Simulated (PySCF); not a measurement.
2-iodocyclopenta-1,3-diene (C₅H₅I), SMILES C1C=C(C=C1)I.

Geometry: PBE0-D3(BJ)/def2-SVP. The def2 effective core potentials stand for the cores of I; spin–orbit coupling is left out. One conformer was computed; it need not be the lowest.

Vertical ionisation energy (IE) and electron affinity (EA) in eV. Rows of orbital energies are one-electron estimates. Where ΔSCF, EOM or ADC give a negative EA the extra electron is unbound and the value depends on the basis.

| level | IE | EA |
|---|---|---|
| −ε(HOMO), −ε(LUMO), HF/def2-TZVP (PySCF) | [?] | [?] |
| −ε(HOMO), −ε(LUMO), PBE/def2-TZVP (PySCF) | 5.47 | 1.85 |

Question: Fill in the missing entries. (The exact figures need the calculation; the answer reports its results.)

Answer: 
- −ε(HOMO), −ε(LUMO), HF/def2-TZVP (PySCF), IE: 8.53
- −ε(HOMO), −ε(LUMO), HF/def2-TZVP (PySCF), EA: -2.73
